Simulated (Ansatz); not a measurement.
Ansatz (a program for electronic structure) input (PBE/cc-pV(Q+d)Z): A basis named .json is the Basis Set Exchange file of that set (core-valence sets with the plain set on hydrogen).

Ansatz 0.2 input:
```yaml
crystal:
  periodic: [false, false, false]
  atoms:
    - {symbol: H, position_ang: [0.00000000, 0.00000000, 0.00000000]}
basis:
  gaussian:
    orbitals: cc-pV_Q+d_Z.json
hamiltonian:
  xc: {name: PBE}
magnetization: {spin_polarized: true, initial_magnetization: 1}
scf: {lower_state_search: full}
```

Output:

```
Functional definition: PBE
integrals: 0.00 GiB planned
63 factors; their error is unknown
mean field: 0.05 GiB planned
mean field evaluation 1: about -13.5959 eV, gradient 6.3e-1 eV
mean field evaluation 2: about -13.6016 eV, gradient 1.1e-1 eV
mean field evaluation 4: about -13.6017 eV, gradient 4.3e-3 eV
mean field evaluation 8: about -13.5959 eV, gradient 6.3e-1 eV
mean field evaluation 16: about -13.6017 eV, gradient 3.8e-4 eV
mean field -13.60171535 eV, -0.4998538195 hartree, gradient 2.1e-6 eV, S^2 0.750000; 2 other end points of the search recorded, 0 dependent functions left out
reference -13.60174311 eV, -0.4998548397 hartree; 1, 0 occupied and 29, 30 virtual orbitals, 63 factors
Total energy: -13.60174311 eV, -0.4998548397 hartree
```
